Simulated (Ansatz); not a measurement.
Saddle point of AlBH₄OF₂, singlet (AlH₃O ([OH][AlH2]) + BHF₂ ([F][BH][F]) → BHOF₂ ([OH][B]([F])[F]) + AlH₃ (still joined by a long Al–O bond); dative contacts that become bonds: Al1–H6, O2–B5; bonds broken: B5–H6; bonds weakened to dative contacts: Al1–O2), PBE0-D4/def2-TZVP structure:

Al1  (-1.415, -0.020, -0.142)
O2  (0.514, -0.798, 0.047)
H3  (-1.679, -0.696, -1.563)
H4  (-2.197, -0.497, 1.150)
B5  (1.329, 0.280, 0.376)
H6  (-0.768, 1.455, -0.157)
F7  (2.214, 0.715, -0.490)
F8  (1.282, 0.741, 1.596)
H9  (0.720, -1.180, -0.816)
(Å)

Energies are electronic, without zero-point energy. Barriers and step energies count from the start structure reached by relaxing down the imaginary mode; all methods use the PBE0-D4 structures, on which another method's saddle can fall below an end. Computed with Ansatz 0.2.0 (basis: def2-TZVPP, with def2-QZVPP for the basis limit); correlated methods freeze the cores. B3LYP uses VWN-RPA correlation. Extrapolation: Hartree–Fock as exp(−7.88 √X), correlation as X^−2.97.

```
      method  barrier (kcal/mol)  step energy (kcal/mol)
       SPW92               13.58                   13.54
      PBE-D4               10.96                    9.91
     BLYP-D4                8.55                    6.57
   r2SCAN-D4               10.97                    9.91
      B97M-V                6.99                    5.11
     PBE0-D4               10.95                    9.58
    B3LYP-D4                8.96                    6.82
  r2SCAN0-D4                   ?                    9.53
    BHLYP-D4                8.70                    6.25
CAM-B3LYP-D4                9.58                    7.33
     wB97X-V                   ?                    8.53
     wB97M-V                9.55                    8.16
      B2PLYP                   ?                    7.47
    PBE-QIDH               11.26                    9.72
  RPA on PBE               10.24                    8.48
          HF                4.10                    0.35
         MP2               11.13                    9.45
        CCSD                9.70                    7.72
     CCSD(T)               10.21                    8.57
```

(1) Fill in the withheld barriers. (An estimate is asked for; the value comes from the calculation.)

T1 diagnostic: at most 0.013.

## Answers

(1) By the calculation: B2PLYP 9.64; wB97X-V 10.15; r2SCAN0-D4 10.87 kcal/mol. Each is the energy of the saddle less that of the start structure, by the same method.

For comparison, the barrier by CCSD(T) at an estimated basis limit (MP2 extrapolated from triple and quadruple zeta, plus CCSD(T) − MP2 in triple zeta) is 10.37 kcal/mol.

Ligand swaps between two centres remove the fluorinated layer in thermal atomic layer etching, and scramble precursors in the gas phase.

Labels in which every atom is bracketed show which atoms are joined, not bond orders.

For scale, one of the runs: CCSD(T)/def2-TZVPP, 222 basis functions, launched by `ansatz run in.yaml --threads 4 --pin off --events-out ev --progress --plain --max-ram 9574MiB`. Time: 54 s of wall clock on 4 CPU threads of an Intel Xeon Platinum 8375C; the host was shared. Peak host memory: 3.7 GiB.
